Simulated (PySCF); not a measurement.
# Ionisation energy of Mn¹²⁺ by level of theory

Mn¹²⁺ [Ne] 3s2 3p1 (2P) → Mn¹³⁺ [Ne] 3s2 (1S), as a difference of total energies. Calculation: PySCF 2.14, in an uncontracted even-tempered set (19 s from 0.59 bohr⁻², ratio 2.5; 12 p from 0.76 bohr⁻², ratio 2.5; 5 d from 4.4 bohr⁻², ratio 2.7; 4 f from 6.6 bohr⁻², ratio 2.7); scalar relativity by spin-free X2C-1e. Correlated levels: outer shells: 1s2 frozen; virtual orbitals above 40 to 60 times the deepest correlated orbital energy dropped. The calculations carry no spin-orbit coupling.

```
                method  ionisation energy (eV)
                   UHF                  341.38
    MP2 (outer shells)                  341.92
SCS-MP2 (outer shells)                  341.84
   CCSD (outer shells)                  341.97
CCSD(T) (outer shells)                  341.98
```

Q: How much does correlation contribute at CCSD(T) (outer shells)?

A: 341.98 − (341.38) = 0.60 eV, measured against UHF.

A first-order spin-orbit estimate (lowest level to lowest level, LS coupling) adds 1.211 eV.

For comparison: 343.6 ± 0.7 eV (semi-empirical (NIST evaluation); NIST Atomic Spectra Database, ionization energies).
